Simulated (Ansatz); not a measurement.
Results of the Gaussian-basis code of Ansatz.

Basis-set series for `CO[SiH](O)F`. The species carries charge 0 and has multiplicity 1. The geometry is a stationary point of PBE0-D4/def2-TZVP. It is one conformer, not always the lowest.

```xyz
10

C     1.314   -0.233    0.921
O    -0.045   -0.376    0.566
Si   -0.798    0.430   -0.625
O    -2.265   -0.217   -0.847
F     0.096    0.309   -1.940
H     1.520    0.772    1.306
H     1.971   -0.426    0.068
H     1.537   -0.956    1.707
H    -0.970    1.866   -0.359
H    -2.359   -1.170   -0.798
```

```tsv
functional	basis	functions	energy (Eh)	HOMO (eV)	LUMO (eV)
PBE0-D4	def2-SVP	99	-580.29851	-8.58	1.58
PBE0-D4	def2-TZVPP	236	-580.77573	-8.73	0.87
ωB97M-V	def2-SVP	99	-580.60485	-10.98	3.30
ωB97M-V	def2-TZVPP	236	-581.09106	-11.15	2.37
```

**Question.** Give the rows for def2-QZVPP. (Best estimate.)

**Answer.** The calculation gave: 
```json
{"functional": "PBE0-D4", "basis": "def2-QZVPP", "functions": "448", "energy (Eh)": "-580.80336", "HOMO (eV)": "-8.77", "LUMO (eV)": "0.50"}
{"functional": "ωB97M-V", "basis": "def2-QZVPP", "functions": "448", "energy (Eh)": "-581.11710", "HOMO (eV)": "-11.19", "LUMO (eV)": "1.73"}
```

Positive LUMOs are unbound and depend on the basis.
